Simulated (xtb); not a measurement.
C2H5ClF2Si, SMILES CC[Si](F)(Cl)F. All values are semi-empirical tight-binding results from xtb (GFN2-xTB unless named), good for trends rather than for accurate numbers. Geometry optimised at GFN2-xTB. Other conformers were not sampled.

Optimised geometry:

```xyz
11

C     -2.5397    -0.1823     0.2019
C     -1.4631     0.8966     0.0540
Si     0.2709     0.2077    -0.2343
F      0.3341    -0.5783    -1.6286
F      1.3007     1.4002    -0.5259
Cl     1.0084    -0.9596     1.1916
H     -2.3314    -0.8226     1.0555
H     -2.5837    -0.8047    -0.6883
H     -3.5151     0.2759     0.3477
H     -1.4723     1.5275     0.9449
H     -1.7288     1.5461    -0.7830
```
Charge 0, spin multiplicity 1.

```yaml
orbital_gap: 7.06 eV
dipole_moment: 2.53 D
zero_point_energy: 45.4 kcal/mol
G − E(el) at 298.15 K (modified RRHO): 24.3 kcal/mol
static polarisability (D4 model): 75.8 bohr³
solvation energy, GFN2-xTB/ALPB(water): -0.6 kcal/mol
solvation energy, GFN2-xTB/ALPB(ch2cl2): -3.4 kcal/mol
```

Computed atomic charges and the Wiberg bond orders between heavy atoms:
charges (e) C1 -0.11, C2 -0.14, Si3 0.66, F4 -0.24, F5 -0.25, Cl6 -0.16, H7 0.04, H8 0.04, H9 0.05, H10 0.05, H11 0.06. Bond orders C1–C2 1.02, C2–Si3 0.89, Si3–F4 1.09, Si3–F5 1.08, Si3–Cl6 1.16.
